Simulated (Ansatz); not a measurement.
Basis-set series for C6H16HfO4, SMILES `CC[O][Hf]([OH])([O]CC)[O]CC`. Charge 0, multiplicity 1. Hf: def2 effective core potential. Geometry: relaxed with PBE0-D4/def2-TZVP. It is one conformer, not always the lowest.

| functional | basis | functions | energy (Eh) | HOMO (eV) | LUMO (eV) |
| --- | --- | --- | --- | --- | --- |
| PBE0-D4 | def2-SVP | 252 | -586.42679 | -7.38 | 0.52 |
| PBE0-D4 | def2-QZVPP | 1131 | -587.08949 | -7.49 | 0.02 |
| ωB97M-V | def2-SVP | 252 | -586.71217 | -9.74 | 1.71 |
| ωB97M-V | def2-QZVPP | 1131 | -587.39887 | -9.85 | 0.87 |

Question: Give the rows for def2-TZVPP. (Estimate.)

Answer: Computed: 
| functional | basis | functions | energy (Eh) | HOMO (eV) | LUMO (eV) |
| --- | --- | --- | --- | --- | --- |
| PBE0-D4 | def2-TZVPP | 590 | -587.05872 | -7.47 | 0.29 |
| ωB97M-V | def2-TZVPP | 590 | -587.36936 | -9.83 | 1.41 |

Positive LUMOs are unbound and depend on the basis.
